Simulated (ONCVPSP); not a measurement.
# Ca (Z = 20): ONCV pseudisation with PBE, scalar-relativistic reference atom.

| Property | Result |
| --- | --- |
| Element | calcium (Ca) |
| Generator | ONCVPSP 4.0.1 |
| Type | optimised norm-conserving Vanderbilt (ONCV) |
| Functional | PBE |
| Relativity | scalar-relativistic |
| Frozen core | [Ne] |
| Valence charge | 10 |
| Reference configuration | 3s2 3p6 3d0.5 4s1.5 |
| Partial waves | 3s+4s: rc 2.10 bohr, ncon 4, nbas 9, qcut 5.7 1/bohr, 2 projectors; 3p: rc 1.60 bohr, ncon 5, nbas 9, qcut 10.8 1/bohr, 2 projectors, debl 1.3 Ha; 3d: rc 2.30 bohr, ncon 3, nbas 8, qcut 5.9 1/bohr, 1 projector |
| Local potential | polynomial inside 1.40 bohr (lpopt 5, dvloc0 0 Ha) |
| Core correction | none |

All-electron outer shells of the reference configuration (PBE, scalar-relativistic, ld1.x):

| shell | level (eV) | outermost node (bohr) | outermost maximum (bohr) |
| --- | --- | --- | --- |
| 2p | -333.07 | – | 0.25 |
| 3s | -45.60 | 0.45 | 0.99 |
| 3p | -26.61 | 0.42 | 1.06 |
| 4s | -3.44 | 1.44 | 3.51 |
| 3d | -1.10 | – | 1.32 |

Q: Does the generator finish with these settings?

A: Yes, a potential is produced and its reference levels are reproduced.

Q: Estimate the cutoffs (Ha) at which the residual kinetic energy of the hardest occupied pseudo-wave falls to 1 and 0.1 mHa per electron.

A: 29 Ha and 38 Ha.

Q: Does the potential have ghost states?

A: No bound ghost flagged; no localised positive-energy state flagged.

Q: Which valence shell sets the plane-wave cutoff?

A: 3p: 29 Ha for 1 mHa per electron, against 13 Ha for 3d.

Its largest configuration-test error is +13 meV (3s2 3p6 3d0 4s1). 2 of 4 tests not solved or not reliable.
